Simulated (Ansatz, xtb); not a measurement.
# Relative energy of two isomers of C6H5NO

Structure a: `N#CC1=COC=CC1`, a singlet. Structure b: `Cc1cocc1C#N`, a singlet. Both are isolated molecules in the gas phase, relaxed with B3LYP/def2-SVP.

a (Å):

```xyz
13

C     0.3800    2.1541   -0.3375
C     0.6167    0.7458   -0.3072
C     1.7366    0.2554   -0.8844
C     1.2043   -1.9415   -0.3234
C     0.0674   -1.5881    0.2795
C    -0.3992   -0.1582    0.3736
N     0.1530    3.2944   -0.3416
O     2.0694   -1.0503   -0.9202
H     2.4798    0.8826   -1.3797
H     1.5741   -2.9631   -0.4124
H    -0.5463   -2.3762    0.7212
H    -0.5345    0.1436    1.4295
H    -1.3949   -0.0367   -0.0935
```

b (Å):

```xyz
13

C     1.2178    1.2191   -1.0462
C     0.8251    0.1826   -0.0414
C     1.0829    0.1552    1.2982
C    -0.0510   -1.6732    0.9162
C     0.0717   -1.0325   -0.2942
C    -0.4382   -1.4715   -1.5488
N    -0.8464   -1.8134   -2.5812
O     0.5565   -0.9613    1.8773
H     0.3320    1.6610   -1.5307
H     1.8383    0.7842   -1.8465
H     1.7896    2.0313   -0.5749
H     1.6110    0.8348    1.9619
H    -0.5281   -2.6044    1.2105
```

Energies in hartree; the thermal terms are from GFN2-xTB frequencies at re-optimised GFN2-xTB minima (ideal gas, soft modes damped towards free rotors, one conformer each, 298.15 K, 1 atm) and include the zero-point energy:

|  | a | b |
| --- | --- | --- |
| E, CCSD(T)/def2-SVP | −360.303734 | −360.325386 |
| E, MP2/def2-SVP | −360.213590 | −360.242057 |
| E, MP2/def2-TZVPP | −360.867845 | −360.895256 |
| zero-point energy | 0.094313 | 0.094292 |
| H(298 K) − E | 0.102168 | 0.102530 |
| G(298 K) − E | 0.062894 | 0.062355 |

Task: Correct the CCSD(T) difference for the basis set by the MP2 change, then work out ΔE, ΔE₀, ΔH and ΔG for a → b in kJ/mol (1 Eh = 2625.50 kJ/mol) and the equilibrium ratio [b]/[a].

Result: 1. Differences b − a: CCSD(T) −0.021652, MP2 in the small set −0.028467, MP2 in the large set −0.027411 Eh.
2. ΔE = −0.021652 + (−0.027411 − (−0.028467)) = −0.020596 Eh = −54.07 kJ/mol.
3. ΔE₀ = ΔE + ΔZPE = −0.020596 + (−0.000021) Eh = −54.13 kJ/mol.
4. ΔH = ΔE + (+0.000362) Eh = −53.12 kJ/mol.
5. ΔG = ΔE + (−0.000539) Eh = −55.49 kJ/mol, so ΔS = (ΔH − ΔG)/T = +7.9 J/(mol K).
6. kT = 0.9442 mEh, so K = [b]/[a] = exp(−ΔG/kT) = exp(+22.38) ≈ 5.3 × 10^9.

Structure b is favoured at this temperature. An error of 4 kJ/mol in ΔG would change K by a factor of 5. Mirror images and further conformers aren't counted.

As drawn, b has 3 C∷C, 2 C∷O in place of 1 C–C, 2 C=C, 2 C–O (∷ is an aromatic bond). Structure a has a 6-membered ring, b a 5-membered ring (with an aromatic ring).

Other levels gave ΔE = −69.8 (GFN2-xTB); −72.3 (HF/STO-3G, GFN2-xTB geometries); −63.4 (r2SCAN-D4/def2-SVP, GFN2-xTB geometries); −58.2 (B3LYP/def2-SVP); −41.3 (HF/def2-SVP); −74.7 (MP2/def2-SVP); −56.8 (CCSD(T)/def2-SVP) kJ/mol. The correlated steps freeze 8 core orbitals. Programs: Ansatz 0.2.0, xtb 6.7.1.
